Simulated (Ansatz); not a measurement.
The same path of C$_{2}$H$_{6}$AlNOSi (12 atoms, charge 0, multiplicity 1) was run twice with different band settings. The coordinate that changes most is the dihedral H9–C1–C2–N3.

These are results of RKS r2SCANh/6-31G* in Ansatz, not measurements.

Relaxed end points:

```xyz
12
Properties=species:S:1:pos:R:3
C 1.036 -1.226 1.970
C 0.592 -0.418 0.812
N 1.386 0.108 -0.077
Al -0.427 0.524 -0.564
O -1.285 -0.074 -1.978
Si -1.938 1.500 -1.960
H 2.128 -1.317 2.036
H 0.593 -2.226 1.902
H 0.650 -0.786 2.896
H 2.405 -0.013 -0.031
H -3.422 1.561 -1.792
H -1.642 2.312 -3.180
```

```xyz
12
Properties=species:S:1:pos:R:3
C 0.979 -1.219 2.001
C 0.525 -0.367 0.880
N 1.254 0.535 0.288
Al -0.460 0.477 -0.584
O -0.770 -0.073 -2.225
Si -1.904 1.197 -2.189
H 0.908 -2.272 1.707
H 0.303 -1.097 2.854
H 2.008 -0.999 2.317
H 2.225 0.716 0.567
H -3.325 0.775 -2.385
H -1.666 2.274 -3.198
```

Common settings: movable images 7; climbing image yes; spring 5.0 eV/Å²; optimiser quadratic models (default); start path IDPP; iteration limit 60; end points relaxed.

| run | force threshold |
| --- | --- |
| 1 | 0.05 eV/Å |
| 2 | 0.2 eV/Å |

Q: What does each run give, and how far can it be trusted?

A: Run 1: converged after 3 iterations, highest image 0.062 eV above the first end. A vibrational analysis at the climbing image gives one clearly imaginary mode, 174i cm⁻¹: a first-order saddle point.
Run 2: converged after 3 iterations, highest image 0.062 eV above the first end. The threshold of 0.2 eV/Å is loose, so the images may lie well off the minimum-energy path. Another band between the same ends (7 images) ends at a top of the same energy, where a vibrational analysis finds 1 clearly imaginary mode.
